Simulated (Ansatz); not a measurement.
Gas-phase electronic energies from Ansatz, PBE0-D4/def2-TZVP geometries. CCSD(T)/CBS adds triple-zeta CCSD(T) − MP2 to the extrapolated MP2 energy (def2 sets, frozen cores). This one scheme is used for every species. DFT in def2-TZVPP. One conformer a species, not always the lowest.

Consider the substitution at a C–B bond: `CBF` + `CNB[SiH3]` → `CN(C)B[SiH3]` + `BF`.

`CBF`:

Cartesian coordinates in Å:
```
C -0.270 -0.580 0.253
B 0.343 0.725 -0.324
F 0.082 1.899 0.236
H -0.911 -0.422 1.122
H 0.532 -1.276 0.522
H -0.845 -1.094 -0.526
H 1.069 0.749 -1.282
```

`CNB[SiH3]`:

Cartesian coordinates in Å:
```
C -2.015 0.163 0.680
N -0.643 -0.207 0.413
B 0.245 0.438 -0.430
Si 2.124 -0.252 -0.655
H -2.705 -0.638 0.398
H -2.261 1.052 0.101
H -2.168 0.385 1.741
H -0.342 -1.029 0.917
H -0.152 1.412 -1.010
H 2.413 -0.611 -2.074
H 3.137 0.765 -0.251
H 2.368 -1.475 0.170
```

`CN(C)B[SiH3]`:

Z-matrix (Å, degrees):
```
C
N 1 1.449
H 1 1.088 2 109.9
H 1 1.096 2 110.6 3 -120.4
H 1 1.096 2 110.7 3 120.4
C 2 1.447 1 112.2 3 180.0
B 2 1.386 1 122.5 3 -0.0
H 6 1.096 2 110.6 1 -59.5
H 6 1.088 2 110.5 1 180.0
H 6 1.096 2 110.6 1 59.5
Si 7 2.016 2 126.7 1 -180.0
H 7 1.202 2 116.4 1 -0.0
H 11 1.493 7 116.5 2 -0.0
H 11 1.492 7 109.8 2 121.5
H 11 1.492 7 109.8 2 -121.5
```

`BF`:

Z-matrix (Å, degrees):
```
B
F 1 1.317
H 1 1.197 2 117.8
H 1 1.198 2 117.8 3 -180.0
```

(1) Is it downhill or uphill in electronic energy at CCSD(T)/CBS, and by how much? (Best estimate.)

(2) What do these levels give: r2SCAN-D4, PBE0-D4, ωB97X-V, r2SCAN, CCSD/def2-TZVPP, HF/def2-QZVPP? (An estimate is asked.)

Largest T1 diagnostic among the species: 0.014.

## Answers

(1) Computed: Uphill: ΔE = +81.5 kJ/mol.

(2) Computed: r2SCAN-D4 90.0, PBE0-D4 86.5, ωB97X-V 83.1, r2SCAN 91.6, CCSD/def2-TZVPP 81.6, HF/def2-QZVPP 88.2 kJ/mol.

In def2-TZVPP, CCSD(T) changes the Hartree–Fock value by −9.2 kJ/mol (the triples alone add −2.3 kJ/mol) and MP2 by −9.5 kJ/mol. The D4 term adds −8.0 kJ/mol with B3LYP and −4.6 kJ/mol with PBE0; it sums over pairs of atoms, weighted by their polarisabilities, and B3LYP, whose exchange is more repulsive, gets the larger term.

B3LYP here is the variant with VWN-RPA as its local correlation; programs differ in this.
